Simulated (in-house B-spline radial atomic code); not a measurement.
# How G0W0 and RPA depend on the start: Sc6+

Configuration [Ne] 3s2 3p3, highest spin. Computed with a B-spline radial code for spherical atoms: all electrons, scalar-relativistic (spin-free one-electron X2C), finite nucleus, each spin shell either full or empty, empty states to l = 9 with an (l + 1/2)⁻⁴ tail; G0W0 by contour deformation at full frequency.

```json
{"start": "Hartree-Fock", "mean-field 3p up (eV)": "-136.94", "G0W0 (eV)": "-137.45", "QP weight": "0.974", "RPA correlation (Eh)": "-0.86652"}
{"start": "LDA VWN5", "mean-field 3p up (eV)": "-126.25", "G0W0 (eV)": "-137.00", "QP weight": "0.949", "RPA correlation (Eh)": "-0.97581"}
{"start": "PBE", "mean-field 3p up (eV)": "-126.42", "G0W0 (eV)": "-136.97", "QP weight": "0.949", "RPA correlation (Eh)": "-0.97404"}
{"start": "PBE0", "mean-field 3p up (eV)": "-129.31", "G0W0 (eV)": "-137.13", "QP weight": "0.959", "RPA correlation (Eh)": "-0.94183"}
{"start": "r2SCAN", "mean-field 3p up (eV)": "-127.50", "G0W0 (eV)": "-137.11", "QP weight": "0.954", "RPA correlation (Eh)": "-0.95676"}
{"start": "HSE06", "mean-field 3p up (eV)": "-128.86", "G0W0 (eV)": "-137.12", "QP weight": "0.958", "RPA correlation (Eh)": "-0.94521"}
{"start": "B3LYP (VWN-RPA)", "mean-field 3p up (eV)": "-128.62", "G0W0 (eV)": "-137.09", "QP weight": "0.957", "RPA correlation (Eh)": "-0.94848"}
{"start": "SCAN", "mean-field 3p up (eV)": "-127.53", "G0W0 (eV)": "-137.10", "QP weight": "0.954", "RPA correlation (Eh)": "-0.95644"}
{"start": "TPSS", "mean-field 3p up (eV)": "-126.77", "G0W0 (eV)": "?", "QP weight": "?", "RPA correlation (Eh)": "?"}
{"start": "BHandHLYP", "mean-field 3p up (eV)": "-131.88", "G0W0 (eV)": "-137.24", "QP weight": "0.965", "RPA correlation (Eh)": "-0.91421"}
{"start": "CAM-B3LYP", "mean-field 3p up (eV)": "-130.60", "G0W0 (eV)": "-137.17", "QP weight": "0.962", "RPA correlation (Eh)": "-0.93304"}
{"start": "LC-wPBE", "mean-field 3p up (eV)": "-132.00", "G0W0 (eV)": "?", "QP weight": "?", "RPA correlation (Eh)": "?"}
{"start": "wB97X", "mean-field 3p up (eV)": "-131.67", "G0W0 (eV)": "-137.16", "QP weight": "0.965", "RPA correlation (Eh)": "-0.92578"}
{"start": "PBEsol", "mean-field 3p up (eV)": "-126.28", "G0W0 (eV)": "-136.99", "QP weight": "0.949", "RPA correlation (Eh)": "-0.9745"}
{"start": "BLYP", "mean-field 3p up (eV)": "-126.14", "G0W0 (eV)": "-136.93", "QP weight": "0.949", "RPA correlation (Eh)": "-0.97463"}
{"start": "r2SCAN0", "mean-field 3p up (eV)": "-130.07", "G0W0 (eV)": "-137.22", "QP weight": "0.961", "RPA correlation (Eh)": "-0.93075"}
{"start": "LDA exchange-only", "mean-field 3p up (eV)": "-124.86", "G0W0 (eV)": "-137.02", "QP weight": "0.947", "RPA correlation (Eh)": "-0.9752"}
```

**Question.** What G0W0 level, weight and RPA correlation energy follow from the TPSS start?

**Answer.** G0W0 level -137.01 eV, weight 0.951, RPA correlation -0.96772 hartree.

**Question.** What G0W0 level, weight and RPA correlation energy follow from the LC-wPBE start?

**Answer.** G0W0 level -137.22 eV, weight 0.965, RPA correlation -0.92997 hartree.

**Question.** How much of the dependence on the start does G0W0 remove?

**Answer.** The mean-field levels span 12.1 eV and the G0W0 levels 0.518 eV. Against 137.99 ± 0.25 eV (NIST, semi-empirical) the G0W0 removal energies are off by -1.06 to -0.54 eV, with spin-orbit coupling, Breit and QED terms left out.
